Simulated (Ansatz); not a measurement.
`[CH3][Al]1[CH2][S]1` + H₂ → `[CH2]1[AlH][S]1` + CH₄ at 700 K and 1 bar (hydrogenolysis of the Al–C bond).

Isolated molecules relaxed with PBE0-D4/def2-TZVP in Ansatz; ΔE leaves out vibrations. CCSD(T)/CBS is the MP2 limit (def2-TZVPP, def2-QZVPP) plus CCSD(T) − MP2 in def2-TZVPP, frozen cores. This one scheme is used for every species.

```json
{"species": "`[CH3][Al]1[CH2][S]1`", "CCSD(T)/CBS energy (Eh)": "-718.91457", "H − E (kJ/mol)": "233.5", "S (J/(mol·K))": "435.1"}
{"species": "H₂", "CCSD(T)/CBS energy (Eh)": "-1.17544", "H − E (kJ/mol)": "46.8", "S (J/(mol·K))": "155.3"}
{"species": "`[CH2]1[AlH][S]1`", "CCSD(T)/CBS energy (Eh)": "-679.63500", "H − E (kJ/mol)": "137.1", "S (J/(mol·K))": "347.9"}
{"species": "CH₄", "CCSD(T)/CBS energy (Eh)": "-40.46206", "H − E (kJ/mol)": "145.9", "S (J/(mol·K))": "224.0"}
```

H − E and S are ideal-gas, rigid-rotor, harmonic terms from PBE0-D4/def2-TZVP, for one conformer and one mirror image of each species. The MP2-based limit puts H₂ 0.8 mEh under its directly extrapolated value; such offsets cancel only in part. 1 Eh = 2625.50 kJ/mol, R = 8.31446 J/(mol·K).

Problem. By hand: ΔE, ΔH, ΔS and ΔG.

Solution. ΔE = (-679.63500) + (-40.46206) − (-718.91457) − (-1.17544) = -0.00705 Eh = -18.5 kJ/mol. Δ(H − E) = 137.1 + 145.9 − 233.5 − 46.8 = 2.7, so ΔH = -15.8 kJ/mol. ΔS = 347.9 + 224.0 − 435.1 − 155.3 = -18.5 J/(mol·K). ΔG = -15.8 − 700 × (-18.5)/1000 = -2.9 kJ/mol.

Problem. By hand: the equilibrium constant, and the temperature at which ΔG would vanish if ΔH and ΔS stayed fixed.

Solution. log₁₀ K = −ΔG/(RT ln 10) = 0.2. ΔG = 0 at ΔH/ΔS = 854 K, though so small a ΔS makes that figure unsure.

TΔS isn't small against ΔH here. The sign of ΔG lies within the doubt. A doubt of 5 kJ/mol in ΔE shifts log₁₀ K by 0.4 here. Other conformers and mirror images would add mixing entropy, several J/(mol·K) or more a flexible species. Modes under 60 cm⁻¹, often nearly free rotors, make the harmonic entropy too high. These are equilibria of isolated gas molecules and say nothing of rates. Largest T1 diagnostic: 0.014 (customary marks: 0.02 for closed shells, 0.045 for open ones).
